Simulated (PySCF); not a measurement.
Solvent effects on NMR parameters

Mapped SMILES: `[SiH3:1][O:2][B:3]1[NH:4][CH2:5][CH2:6][NH:7]1`; H(Xn) means a hydrogen on atom n.

GIAO PBE0/pcSseg-1 in PySCF on one PBE0-D3(BJ)/def2-SVP conformer, non-relativistic, equivalent nuclei averaged. Solvents enter as an IEF-PCM continuum (acetone with ε = 20.5, acetonitrile with ε = 35.7) around the gas-phase geometry. Shifts are referred to TMS, BF3·OEt2 computed in the same medium.

Gas phase, δ in ppm: Si1 -38.7, B3 24.2, C5/C6 46.2, H(Si1) 4.94, H(C5)/H(C6) 3.19, H(N4)/H(N7) 1.39. Dipole moment 1.22 D.

Q: How does each δ change in the continuum?

A: 
```tsv
atoms	environment	Δδ, acetone	Δδ, acetonitrile
Si1	silicon bonded to O, 3 H	+1.4	+1.5
B3	boron bonded to 2 N, O, in a 5-membered ring	+0.9	+0.9
C5/C6	sp3 CH2 bonded to N	+0.7	+0.8
H(Si1)	hydrogen on a silicon bonded to O	-0.01	-0.01
H(C5)/H(C6)	hydrogen on an sp3 CH2 bonded to N	+0.04	+0.05
H(N4)/H(N7)	hydrogen on a nitrogen bonded to C, B, in a 5-membered ring	+0.43	+0.45
```

Changes are relative to the gas phase. The dipole moment becomes 1.58 D in acetone, 1.59 D in acetonitrile.

Q: Which of the listed nuclei move most (in ppm), and what does the model miss? (N and O are left out, as their reference compounds move with the solvent too.)

A: Si1 (silicon bonded to O, 3 H, +1.5 ppm) in acetonitrile. A continuum only polarises the solute; specific hydrogen bonds, the anisotropy of aromatic solvents and changes of geometry or conformer are outside it.
